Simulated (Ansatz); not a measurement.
A short molecular-dynamics run on the cluster Nb2B2 (the lowest singlet isomer of a short search).

```yaml
crystal:
  periodic: [false, false, false]
  atoms:
    - {symbol: Nb, position_ang: [0.370545, 0.033700, -1.460852]}
    - {symbol: Nb, position_ang: [-0.044353, -1.506230, 0.043676]}
    - {symbol: B, position_ang: [-0.017725, 1.275825, 0.181449]}
    - {symbol: B, position_ang: [-0.308457, 0.196705, 1.235737]}
basis:
  gaussian: {orbitals: def2-SVP}
hamiltonian: {xc: {name: r2SCAN}, dispersion: d4}
md: {timestep: 0.5 fs, n_steps: 15, ensemble: nve, temperature: 1000, initial_velocities: maxwell_boltzmann, seed: 115}
scf: {omitted_lower_state_checks: [starts]}
```

```sh
$ ansatz run in.yaml --threads 2 --pin off --events-out ev --progress --plain --max-ram 4352MiB
```

```
step  time (fs)  potential energy (eV)  kinetic (eV)  T (K)  conserved (eV)
   0        0.0             -4445.6441        0.2585   1000      -4445.3856
   1        0.5             -4445.6459        0.2602   1007      -4445.3856
   2        1.0             -4445.6456        0.2599   1005      -4445.3856
   3        1.5             -4445.6432        0.2576    997      -4445.3856
   4        2.0             -4445.6391        0.2535    981      -4445.3856
   5        2.5             -4445.6332        0.2477    958      -4445.3856
   6        3.0             -4445.6260        0.2404    930      -4445.3856
   7        3.5             -4445.6176        0.2321    898      -4445.3855
   8        4.0             -4445.6085        0.2230    862      -4445.3855
   9        4.5             -4445.5989        0.2134    826      -4445.3855
  10        5.0             -4445.5892        0.2038    788      -4445.3855
  11        5.5             -4445.5798        0.1944    752      -4445.3855
  12        6.0             -4445.5710        0.1855    718      -4445.3854
  13        6.5             -4445.5629        0.1775    686      -4445.3854
  14        7.0             -4445.5558        0.1704    659      -4445.3854
  15        7.5             -4445.5500        0.1646    637      -4445.3854
```

Velocities are drawn at the set temperature; a run this short doesn't reach equilibrium.

In the def2 sets Nb takes a core potential; there is no spin–orbit coupling. The restricted singlet is unstable towards broken spin symmetry at other levels; at RKS r2SCAN-D4/def2-SVP this wasn't settled.

Frames (Å, forces in eV/Å):

```xyz
4
time=0.0 fs
Nb    0.371    0.034   -1.461    0.031    0.038   -0.120
Nb   -0.044   -1.506    0.044   -0.012   -0.123    0.038
B    -0.018    1.276    0.181    0.058    0.293   -0.204
B    -0.308    0.197    1.236   -0.077   -0.208    0.286
4
time=0.5 fs
Nb    0.371    0.035   -1.462    0.029   -0.042   -0.110
Nb   -0.044   -1.507    0.045    0.001   -0.091   -0.023
B    -0.014    1.275    0.179    0.004    0.167   -0.012
B    -0.313    0.193    1.239   -0.034   -0.035    0.145
4
time=1.0 fs
Nb    0.371    0.036   -1.464    0.028   -0.121   -0.101
Nb   -0.044   -1.508    0.046    0.015   -0.059   -0.084
B    -0.009    1.274    0.176   -0.051    0.046    0.177
B    -0.317    0.190    1.242    0.009    0.135    0.007
4
time=1.5 fs
Nb    0.371    0.037   -1.465    0.026   -0.200   -0.092
Nb   -0.045   -1.508    0.048    0.028   -0.027   -0.143
B    -0.005    1.273    0.173   -0.107   -0.070    0.362
B    -0.322    0.186    1.245    0.053    0.297   -0.126
4
time=2.0 fs
Nb    0.371    0.039   -1.466    0.024   -0.277   -0.083
Nb   -0.045   -1.509    0.049    0.042    0.005   -0.202
B    -0.001    1.272    0.171   -0.162   -0.179    0.539
B    -0.326    0.183    1.248    0.096    0.452   -0.253
4
time=2.5 fs
Nb    0.371    0.040   -1.468    0.022   -0.353   -0.075
Nb   -0.045   -1.510    0.050    0.055    0.038   -0.259
B     0.003    1.270    0.168   -0.216   -0.280    0.707
B    -0.330    0.179    1.251    0.139    0.596   -0.373
4
time=3.0 fs
Nb    0.371    0.041   -1.469    0.019   -0.428   -0.066
Nb   -0.045   -1.511    0.052    0.067    0.071   -0.315
B     0.007    1.269    0.166   -0.267   -0.373    0.864
B    -0.334    0.176    1.254    0.181    0.730   -0.484
4
time=3.5 fs
Nb    0.371    0.042   -1.470    0.017   -0.500   -0.056
Nb   -0.045   -1.511    0.053    0.080    0.105   -0.369
B     0.011    1.268    0.164   -0.317   -0.456    1.011
B    -0.339    0.173    1.256    0.221    0.851   -0.586
4
time=4.0 fs
Nb    0.371    0.044   -1.472    0.013   -0.570   -0.046
Nb   -0.045   -1.512    0.054    0.092    0.140   -0.421
B     0.015    1.267    0.162   -0.364   -0.529    1.144
B    -0.343    0.170    1.259    0.258    0.959   -0.678
4
time=4.5 fs
Nb    0.371    0.045   -1.473    0.010   -0.637   -0.034
Nb   -0.045   -1.513    0.056    0.103    0.176   -0.471
B     0.019    1.265    0.160   -0.407   -0.593    1.265
B    -0.347    0.168    1.261    0.294    1.054   -0.760
4
time=5.0 fs
Nb    0.371    0.046   -1.475    0.006   -0.701   -0.020
Nb   -0.045   -1.513    0.057    0.114    0.213   -0.518
B     0.023    1.264    0.159   -0.447   -0.648    1.371
B    -0.351    0.165    1.264    0.327    1.136   -0.833
4
time=5.5 fs
Nb    0.372    0.047   -1.476    0.002   -0.762   -0.005
Nb   -0.045   -1.514    0.058    0.125    0.251   -0.564
B     0.026    1.262    0.158   -0.483   -0.693    1.464
B    -0.355    0.163    1.266    0.357    1.204   -0.895
4
time=6.0 fs
Nb    0.372    0.048   -1.477   -0.003   -0.819    0.013
Nb   -0.045   -1.515    0.059    0.135    0.290   -0.606
B     0.030    1.260    0.157   -0.515   -0.729    1.542
B    -0.359    0.161    1.268    0.384    1.259   -0.948
4
time=6.5 fs
Nb    0.372    0.049   -1.479   -0.009   -0.873    0.032
Nb   -0.045   -1.516    0.061    0.144    0.330   -0.647
B     0.033    1.258    0.157   -0.543   -0.757    1.605
B    -0.363    0.160    1.269    0.408    1.299   -0.991
4
time=7.0 fs
Nb    0.372    0.051   -1.480   -0.015   -0.923    0.055
Nb   -0.045   -1.516    0.062    0.152    0.372   -0.684
B     0.037    1.256    0.156   -0.567   -0.776    1.653
B    -0.367    0.159    1.271    0.429    1.327   -1.024
4
time=7.5 fs
Nb    0.372    0.052   -1.482   -0.021   -0.969    0.080
Nb   -0.045   -1.517    0.063    0.160    0.415   -0.719
B     0.040    1.253    0.157   -0.585   -0.786    1.686
B    -0.370    0.158    1.272    0.446    1.340   -1.047
```

Hardware: 2 threads of Arm Neoverse V2 on a shared host. Wall time 62 s.
